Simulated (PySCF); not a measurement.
[RuH2]+, quartet: computed properties

All numbers come from PySCF, UPBE0, basis Ru def2-TZVP with ECP28, H def2-TZVP (scalar-relativistic core potentials, no spin–orbit coupling, density fitting).

The structure is a minimum.

| Quantity | Value |
| --- | --- |
| Point group | C2v |
| Bond lengths | H–H 0.853 Å, Ru–H 1.732 Å (×2) |
| Bond angles | H–H–Ru 75.7° (×2), H–Ru–H 28.5° |
| Rotational constants | 45.97, 3.028, 2.841 cm⁻¹ |
| Rotational symmetry number | 2 |
| Dipole moment about the centre of mass | 0.01 D |
| Lowest empty level (β) | -9.49 eV |
| Spin squared ⟨S²⟩ | 3.755 |
| Principal polarisabilities | 18.0, 19.9, 23.3 bohr³ |
| Entropy at 298.15 K and 1 bar (electronic part: spin only) | 231.8 J/(mol K) |
| Highest occupied level (β) | -13.51 eV |
| Zero-point energy | 34.2 kJ/mol |
| Heat capacity Cp at 298.15 K | 34.8 J/(mol K) |
| Enthalpy at 298.15 K above 0 K | 10.00 kJ/mol |
| Principal quadrupole moments (Buckingham, traceless) about the centre of mass | -1.72, -0.75, 2.46 D Å |

Harmonic modes (masses in u: Ru 101.904, H 1.008):
```tsv
symmetry	ω (cm⁻¹)	IR (km/mol)	μ (u)
a1	1056	109	1.03
b2	1632	2.7	1.01
a1	3023	12.2	1.01
```

In C2v the vibrations span 2a1 + b2. Here b1 is antisymmetric to the molecular plane and b2 lies in it.

Charges (e):
| atom | Mulliken | Löwdin | polar tensor | spin (Mulliken) | Mayer order to Ru1 |
| --- | --- | --- | --- | --- | --- |
| Ru1 | 0.75 | 0.72 | 0.83 | 3.00 | – |
| H2,3 | 0.12 | 0.14 | 0.08 | 0.00 | 0.46 |
Other Mayer orders above 0.3: H–H 0.55.

Mulliken populations on Ru1 (electrons outside its core potential): s 2.30, p 6.09, d 6.86, f 0.00.

Other isomers or separated fragments may lie lower. Other spin states or occupations of the open shell can lie lower.

The final relaxation and frequency run took 20 s on 2 threads of a shared Arm Neoverse N1 host, with 52 basis functions and 9 gradients; the process peaked at 0.57 GiB. Launch command: `OMP_NUM_THREADS=2 python axn.py task.json out`.
